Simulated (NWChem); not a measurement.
# Excited singlets of HfO2 by symmetry

```xyz
3

Hf     0.0000     0.0000    -0.1978
O     -1.4322     0.0000     0.8900
O      1.4322     0.0000     0.8900
```
Charge 0, spin multiplicity 1.

All runs are NWChem calculations. All single points use one geometry, from PBE/def2-SVP with def2 effective core potentials on Hf, a minimum by its harmonic frequencies.

Basis set: def2-SVPD. Symmetry labels belong to the abelian group C2v used in the runs, with the axes of the coordinates shown. Entries are the lowest vertical excitation energy of each symmetry in eV (for CIS and TDDFT among the lowest few roots); a state of one symmetry need not have the same character in every method. Symmetries that some method's roots don't reach, or where a double excitation leads the EOM-CCSD root, are left out.

Effective core potentials replace the inner electrons of Hf; spin-orbit coupling is left out. The correlated methods keep 2 core orbitals frozen. B3LYP has NWChem's definition, with VWN1-RPA local correlation. The structure started from a generated list of species. Coupled-cluster values serve here as a point of comparison, not as the truth.

```tsv
method	b1	b2	a1
CIS	3.65	4.20	4.35
TD-PBE	1.23	2.56	2.50
TD-B3LYP	1.61	2.76	2.71
TD-LDA (SVWN5)	1.23	2.60	2.50
EOM-CCSD	1.42	2.63	2.50
```
